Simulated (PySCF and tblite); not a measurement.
C₆H₁₁NOSi, numbered as in [CH3:1][CH:2]([CH3:3])[c:4]1[o:5][cH:6][n:7][c:8]1[SiH3:9]. Geometries GFN2-xTB; weights from B3LYP-D3(BJ)/def2-SVP (IEF-PCM, acetone) energies and GFN2-xTB thermal corrections, with symmetry numbers and mirror pairs. Conformers within 2.5 kcal/mol (GFN2-xTB free energy) were kept, 2 at most. GIAO shieldings: B97-2/pcSseg-1 (IEF-PCM, acetone). Shifts are against TMS (¹H), TMS (¹³C), TMS (²⁹Si) at the same level. Codes: tblite and PySCF.

Torsions listed: C1–C2–C4–O5. Of a mirror pair one member is shown.

Two conformers hold nearly all the population. I: 60°; δ(C4) = 172.55 ppm. II: -106°; δ(C4) = 174.45 ppm. The average over the ensemble at 298.15 K is 172.95 ppm.

(1) What populations and free-energy difference follow from a two-state model?

Results:

(1) p(I) = (172.95 − 174.45)/(172.55 − 174.45) = 0.79, so K = p(II)/p(I) = 0.27 and G(II) − G(I) = −RT ln K = 0.78 kcal/mol. One of the two counts twice, as a mirror pair, which this difference holds. The weights computed directly are 78.7 % and 21.3 %.
